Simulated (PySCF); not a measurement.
## Property card for trans-[OsO2Cl4]2- (`[O]=[Os-2](=[O])([Cl])([Cl])([Cl])[Cl]`)

Species: trans-[OsO2Cl4]2- (charge -2 and singlet state).
Geometry (PBE0-D3(BJ)/def2-SVP, Å), atoms numbered from 1 in this order:
```xyz
7
Cl4O2Os angstrom
Os    -0.0002   -0.0002    0.0001
O     -0.0155   -0.0060    1.7283
O      0.0149    0.0056   -1.7280
Cl     2.4364    0.0056    0.0206
Cl    -2.4365   -0.0047   -0.0213
Cl     0.0002    2.4364    0.0089
Cl     0.0006   -2.4367   -0.0086
```

PBE0-D3(BJ)/def2-SVP geometry optimisation, gas phase, def2 core potentials past Kr (PySCF):

```
Point group                  : D4h
Rotational constants A, B, C : 0.991, 0.988, 0.609 GHz
```

From PBE0/pcSseg-1 (def2-TZVP on Os) ground state (PySCF):

```
HOMO energy                           : 1.13 eV
LUMO energy                           : 5.61 eV
HOMO–LUMO gap                         : 4.48 eV
Lowest Mulliken atomic charge         : -0.53 e on Cl4/Cl5/Cl6/Cl7
Highest Mulliken atomic charge        : +0.95 e on Os1
Mayer bond orders between heavy atoms : Os1–O2 1.91, Os1–O3 1.91, Os1–Cl4 0.61, Os1–Cl5 0.61, Os1–Cl6 0.61, Os1–Cl7 0.61
```

Monoisotopic mass to charge of the ion (most abundant isotopes, electron mass counted): 181.9139.

The rotational constants are those of an oblate symmetric top; the small spread among constants that symmetry makes equal is optimisation noise. With B = h/(8π²I), that is 505.379 GHz u Å² over I, the principal moments of inertia are 509.9, 511.6 and 830.4 u Å² (most abundant isotopes); the inertial defect Ic − Ia − Ib is -191.1 u Å² (zero for a rigid planar frame, negative otherwise).

Whether so highly charged an anion holds all its electrons in the gas phase wasn't checked; a finite basis holds them in any case. The ion is multiply charged and computed without counter-ions or solvent. Atoms past krypton carry effective core potentials; spin–orbit coupling is left out. The geometry's basis has no diffuse functions, a weakness for an anion. The HOMO energy is positive, so at this level the finite basis confines the outermost electrons. No diffuse functions stand in pcSseg-1 (def2-TZVP on Os), which bears on an anion's orbital energies.
